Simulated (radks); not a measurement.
Ionisation of neutral gadolinium, [Xe] 4f7 5d1 6s2, to [Xe] 4f7 5d1 6s1 as the strength of local exchange is varied. Method: scalar-relativistic Kohn-Sham, Slater X-alpha exchange (alpha = 2/3 is LDA exchange), no correlation, spin-polarised, spherical densities, finite nucleus; open shells are filled with parallel spins first (spin-orbit coupling, left out, can overturn this in heavy ions); Fermi nuclear charge, rms radius 5.1569 fm; computed with a radial shooting solver on a logarithmic mesh with Libxc functionals.

| alpha | E(Gd) (hartree) | exchange (hartree) | IE (eV) | -e of the level emptied (eV) | <r> of it (bohr) |
|---|---|---|---|---|---|
| 0.666 | -11256.5044 | -234.7081 | 5.024 | 2.963 (6s) | 4.257 |
| 0.667 | -11256.8581 | -235.0684 | 5.027 | 2.967 (6s) | 4.256 |
| 0.68 | -11261.4578 | -239.7539 | 5.075 | 3.017 (6s) | 4.243 |
| 0.868 | -11328.1990 | -307.9477 | 5.809 | 3.805 (6s) | 4.060 |
| 0.932 | -11351.0140 | -331.3475 | 6.078 | 4.097 (6s) | 3.998 |
| 0.965 | -11362.7966 | -343.4496 | 6.220 | 4.253 (6s) | 3.967 |
| 0.988 | -11371.0163 | -351.8990 | 6.320 | 4.363 (6s) | 3.945 |
| 1.031 | -11386.4000 | -367.7281 | 6.511 | 4.572 (6s) | 3.905 |

NIST Atomic Spectra Database: 6.150 eV (measured). The Delta-SCF value meets it near alpha = 0.95. Open shells are spherical and high-spin; term and fine-structure splittings are not resolved. Spin-orbit splitting is averaged out at the scalar-relativistic level.
